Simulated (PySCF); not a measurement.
Cl2H4OSi2. Atoms are numbered in the order given.

```xyz
9

Si    -2.2705    -0.4823     0.4489
O     -0.7868     0.0147     1.0554
Si     0.6779     0.3764     0.4334
Cl     0.4100     1.4718    -1.2824
Cl     1.6603    -1.3481    -0.0731
H     -2.0522    -1.3231    -0.7603
H     -3.0821     0.7126     0.0962
H     -2.9488    -1.2692     1.5096
H      1.4791     1.1400     1.4014
```
Charge 0, spin multiplicity 1.

Geometry optimised at ωB97X-D3(BJ)/def2-SVP. One conformer was computed; it need not be the lowest.

Computed with TDA-PBE0/def2-SVPD in PySCF 2.14.0.

Vertical excitations. Isolated molecule, no solvent.

### Question
Estimate the UV-visible absorptions. (Estimate from the structure and the level; the computed values follow.)

### Answer

```
state  energy (eV)  λ (nm)      f                                                                    main pairs
-----  -----------  ------  -----  ----------------------------------------------------------------------------
S1            7.60     163  0.001                                                                HOMO→LUMO 81 %
S2            7.81     159  0.003                          HOMO−1→LUMO 60 %, HOMO−2→LUMO 23 %, HOMO−3→LUMO 11 %
S3            8.03     154  0.018                                                              HOMO→LUMO+1 75 %
S4            8.12     153  0.001                            HOMO−2→LUMO 53 %, HOMO−1→LUMO 20 %, HOMO→LUMO 12 %
S5            8.27     150  0.004                    HOMO−2→LUMO+1 34 %, HOMO−4→LUMO+1 25 %, HOMO−1→LUMO+1 23 %
S6            8.31     149  0.007                      HOMO−3→LUMO 35 %, HOMO−3→LUMO+1 27 %, HOMO−2→LUMO+1 13 %
S7            8.34     149  0.062                      HOMO−3→LUMO 31 %, HOMO−3→LUMO+1 26 %, HOMO−1→LUMO+1 19 %
S8            8.43     147  0.006                                                              HOMO−4→LUMO 69 %
S9            8.49     146  0.033     HOMO→LUMO+2 42 %, HOMO−3→LUMO+1 16 %, HOMO−1→LUMO+1 12 %, HOMO→LUMO+3 7 %
S10           8.53     145  0.087  HOMO−1→LUMO+1 24 %, HOMO→LUMO+2 19 %, HOMO−3→LUMO+1 14 %, HOMO−5→LUMO+1 10 %
T1            7.16     173      0                                              HOMO→LUMO 67 %, HOMO−1→LUMO 13 %
T2            7.34     169      0                          HOMO−1→LUMO 46 %, HOMO−2→LUMO 28 %, HOMO−3→LUMO 14 %
T3            7.53     165      0                      HOMO→LUMO+1 53 %, HOMO−2→LUMO+1 18 %, HOMO−1→LUMO+1 14 %
T4            7.70     161      0                                        HOMO−3→LUMO+1 50 %, HOMO−1→LUMO+1 27 %
```
Triplets are in the Tamm–Dancoff approximation.
